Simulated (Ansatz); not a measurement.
A structure relaxed at PBE-D4/def2-SVP in Ansatz, charge 0, singlet:

Cartesian coordinates in Å:
```
Ga 0.700 -0.795 -1.397
F 2.363 -1.410 -1.356
F -0.234 -1.005 -2.889
P 0.565 1.487 -0.562
Ga -0.701 0.795 1.397
F 0.232 1.005 2.890
F -2.363 1.412 1.353
P -0.565 -1.487 0.562
H -0.084 2.422 -1.418
H 1.813 2.122 -0.298
H -1.812 -2.124 0.298
H 0.085 -2.421 1.419
```

(1) Give its formula, name or SMILES and point group.

(2) Summarise the bond lengths by kind (pairs closer than 1.2 times the sum of covalent radii, bridged metal pairs left out).

Results:

(1) (F2Ga-mu-PH2)2 (Ga2P2H4F4). Point group D2h (tolerance 0.1 Å).

(2) 4 × F–Ga 1.77 Å; 4 × Ga–P 2.43 Å; 4 × H–P 1.42 Å.
